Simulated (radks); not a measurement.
Results of a calculation; reference values are marked as such.
Spin polarisation of the 3d9 shell in Cu2+. Start: [Ar] 3d(up 4.5, down 4.5); electrons of 3d are moved from spin down to spin up, other shells keep equal spins. Level of theory: scalar-relativistic Kohn-Sham, r2SCAN, spin-polarised, spherical densities, finite nucleus; meta-GGA in the generalised Kohn-Sham scheme; Fermi nuclear charge, rms radius of each element as measured or else 0.836 A^(1/3) + 0.57 fm (a radial shooting solver on a logarithmic mesh with Libxc functionals).

moment (Bohr magnetons),E - E(0) (eV),e(3d up) (eV),e(3d down) (eV),3p down minus up (eV),3s down minus up (eV)
0,0.000,-29.740,-29.740,0.000,0.000
0.25,-0.022,-29.911,-29.564,0.372,0.376
0.5,-0.087,-30.078,-29.385,0.745,0.752
0.75,-0.195,-30.241,-29.201,1.118,1.128
1,-0.347,-30.400,-29.013,1.490,1.504

At moment 1 the spin-polarisation energy is -0.347 eV and the 3d exchange splitting 1.387 eV, that is 1.387 eV per Bohr magneton; E = -I m^2/4 would give I = 1.387 eV.
